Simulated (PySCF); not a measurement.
How methods differ on the excitation energy of S(2+)

S(2+) [Ne] 3s2 3p2 (3P) → S(2+) [Ne] 3s1 3p3 (5S), as a difference of total energies. All numbers are calculated (PySCF 2.14, the spin-free X2C one-electron Hamiltonian (Gaussian nucleus), in x2c-TZVPPall). Correlated levels: valence and next inner shell: 1s2 frozen. The calculations carry no spin-orbit coupling.

| method | excitation energy (eV) |
| --- | --- |
| UHF | 5.399 |
| MP2 (valence and next inner shell) | 6.749 |
| SCS-MP2 (valence and next inner shell) | 7.248 |
| CCSD (valence and next inner shell) | 7.026 |
| CCSD(T) (valence and next inner shell) | 7.092 |

Question: How much does correlation contribute at CCSD(T) (valence and next inner shell)?

Answer: 7.092 − (5.399) = 1.693 eV, measured against UHF.

A first-order spin-orbit estimate (lowest level to lowest level, LS coupling) adds 0.064 eV.
